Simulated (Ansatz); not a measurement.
One change: `[NH2][SnH2][NH2]` becomes `[NH2][SnH]([NH2])[NH2]`.

Ansatz, PBE0-D4/def2-TZVP geometries, multiplicity 1. Each molecule was computed in one conformer, which needn't be the lowest.

Elements past krypton have def2 core potentials.

```csv
property,`[NH2][SnH2][NH2]`
HOMO–LUMO gap (PBE/def2-TZVPP) / eV,4.97
HOMO energy (ωB97M-V/def2-TZVPP) / eV,-9.44
LUMO energy (B3LYP/def2-TZVPP) / eV,-0.26
HOMO energy (PBE/def2-TZVPP) / eV,-5.68
size of the dipole moment (ωB97M-V/def2-TZVPP) / D,1.02
HOMO–LUMO gap (PBE0/def2-TZVPP) / eV,7.09
```

(1) What does the change do to each property? (An estimate is asked.)

Answers

(1) Computed: 
```tsv
property	`[NH2][SnH]([NH2])[NH2]`	shift
HOMO–LUMO gap (PBE/def2-TZVPP) / eV	4.84	-0.13
HOMO energy (ωB97M-V/def2-TZVPP) / eV	-9.49	-0.05
LUMO energy (B3LYP/def2-TZVPP) / eV	-0.28	-0.02
HOMO energy (PBE/def2-TZVPP) / eV	-5.68	0.00
size of the dipole moment (ωB97M-V/def2-TZVPP) / D	1.36	0.34
HOMO–LUMO gap (PBE0/def2-TZVPP) / eV	7.19	0.10
```

The zero-point energy changes by 48.6 kJ/mol with +6 modes. Dipoles are sizes alone; their direction can turn.

B3LYP here is the variant with VWN-RPA as its local correlation; programs differ in this.
